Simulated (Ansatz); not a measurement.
A geometry optimisation of C4H9F3Si with B3LYP/def2-SVP

The starting geometry of this gas-phase triplet was optimised with GFN2-xTB as a singlet; its bonds are those of `CC[C@](C)(F)[SiH](F)F`.

```xyz
17

C     1.7915   -0.6677   -0.0927
C     0.7103   -1.5845   -0.6509
C    -0.7059   -1.1272   -0.2884
C    -1.7471   -2.0622   -0.9021
F    -0.8924    0.1333   -0.8923
F    -2.5161   -1.1681    1.9427
F    -0.2587   -2.0888    2.3689
Si   -0.9813   -0.8863    1.5965
H     1.6056    0.3597   -0.3960
H     2.7671   -0.9667   -0.4682
H     1.8140   -0.7135    0.9939
H     0.7890   -1.6128   -1.7407
H     0.8483   -2.5977   -0.2713
H    -2.7480   -1.6705   -0.7362
H    -1.5830   -2.1507   -1.9748
H    -1.6752   -3.0470   -0.4482
H    -0.6030    0.3769    2.1719
```

Q: Where would you expect an optimisation with B3LYP/def2-SVP to take it?

A: It falls apart into C4H8F + F2HSi. Contacts that open: C3–Si8 (1.92 → 3.40 Å).

The energy falls by 3.87 eV over 39 steps:

| step | E − E(last) (eV) |
| --- | --- |
| 1 | 3.873 |
| 5 | 0.844 |
| 9 | 0.071 |
| 14 | 0.045 |
| 18 | 0.040 |
| 22 | 0.025 |
| 26 | 0.008 |
| 31 | 0.001 |
| 35 | 0.000 |
| 39 | 0.000 |

Final geometry (Å):

```xyz
17

C     1.8226   -0.6042   -0.1514
C     0.8388   -1.6247   -0.7318
C    -0.5553   -1.1155   -0.8945
C    -1.7123   -1.9935   -1.2177
F    -0.6301    0.1083   -1.4806
F    -2.1347   -1.0274    3.8728
F    -0.8324   -2.3083    2.0308
Si   -1.6568   -0.9305    2.3220
H     1.8518    0.3079   -0.7662
H     2.8400   -1.0220   -0.1094
H     1.5323   -0.3134    0.8706
H     1.2127   -1.9667   -1.7234
H     0.7952   -2.5243   -0.0972
H    -2.6638   -1.4488   -1.1061
H    -1.6674   -2.3598   -2.2654
H    -1.7249   -2.8706   -0.5541
H    -0.7005    0.2196    2.2139
```

No frequencies were run, so the end isn't proven a minimum. Open shells are spin-unrestricted. The triplet needn't be the ground state. Run with Ansatz 0.2.0, 4.1 min on 4 threads of Arm Neoverse V1 (shared host).
